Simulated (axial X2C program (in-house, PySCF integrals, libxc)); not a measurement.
SMoS⁺: properties at the nuclei

Calculated with an axial X2C code built on PySCF integrals: two-component X2C with atomic mean-field Coulomb and Gaunt terms, Gaussian nuclei, basis S dyall-av3z, Mo dyall-v3z with contracted cores.

S–Mo–S held linear, with bonds 2.133 and 2.133 Å (near the PBE0 minimum at charge 1 of the determinant lowest at the starting distance; the state shown can have its own minimum elsewhere, held linear; other orders of the atoms were not compared).

Determinant lowest in the PBE0 search, Ω = 1/2 (⟨Sz⟩ = 0.50, ⟨Lz⟩ = 0.00 at PBE0), spin on the atoms S -0.39, Mo 1.27, S -0.39:

```tsv
level	A∥/gI S (MHz)	qzz S (a.u.)	A∥/gI Mo (MHz)	qzz Mo (a.u.)
PBE0	-205	1.00	-2560	-0.63
HF	-248	0.66	-3280	-1.50
LDA	-222	0.83	-1800	-1.30
```

A∥ (defined per Ω) follows by multiplying with gI = μI/(I μN); qzz is the electric field gradient, eQq0 = 234.96 MHz × Q/barn × qzz. The operators were transformed with the bare-nucleus X2C matrices; with these basis sets, hyperfine constants and field gradients can be off by tens of per cent, and where levels differ in sign neither size nor sign is settled.

Task: With gI(33S) = 0.4292, Q(33S) = -0.0694 barn, gI(95Mo) = -0.3657 (g factors from the IAEA table of nuclear moments by Stone; Q from Pyykkö, Mol. Phys. 2018), turn the PBE0 values of the first state into constants in MHz.

Result: A∥(33S) = -205 × 0.4292 = -88 MHz; eQq0(33S) = 234.96 × (-0.0694) × (1.00) = -16.3 MHz; A∥(95Mo) = -2560 × -0.3657 = 936 MHz.

The molecule was held linear; bending was not examined, so a bent shape may lie lower.

Each state is one determinant with collinear spin, which with several unpaired electrons need not be a pure state. Unrestricted Hartree–Fock can overshoot spin polarisation at the nuclei. With several open shells hyperfine constants can be off by a factor of several. In the state Ω = 1/2 the atomic spins oppose each other (-0.39, 1.27, -0.39): a broken-symmetry determinant whose values are not spin-projected. At HF a later determinant lies lower. States lie within half an eV, so the first need not be the ground state. Further determinants of the search, some of them spin-mixed, are not shown. Where a field gradient or hyperfine factor spreads by more than a factor of two over the levels, a constant derived from it is not to be relied on.
